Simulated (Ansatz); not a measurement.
Consider the cleavage of the Ge–Si bond: `C[SiH2][GeH2][OH]` + `C[SeH]` → `C[Se][GeH2][OH]` + `C[SiH3]`.

Gas-phase electronic energies from Ansatz, PBE0-D4/def2-TZVP geometries. CCSD(T)/CBS adds triple-zeta CCSD(T) − MP2 to the extrapolated MP2 energy (def2 sets, frozen cores). This one scheme is used for every species. DFT in def2-TZVPP. B3LYP here is the variant with VWN-RPA as its local correlation; programs differ in this. For Ge, Se outer-core shells are correlated without core-valence functions, which leaves a few kJ/mol of doubt a bond. Scalar relativity is left out up to krypton. Each species was taken in one conformer, which may not be the lowest.

CCSD(T)/CBS gives -0.62 eV.

(1) Another level gave -0.53 eV. Which?
A. MP2/def2-TZVPP
B. B3LYP/def2-TZVPP
C. B2PLYP/def2-TZVPP
D. PBE/def2-TZVPP

Largest T1 diagnostic among the species: 0.012.

Results:

(1) D. PBE -0.53, B3LYP -0.59, MP2/def2-TZVPP -0.69, B2PLYP -0.63 eV.
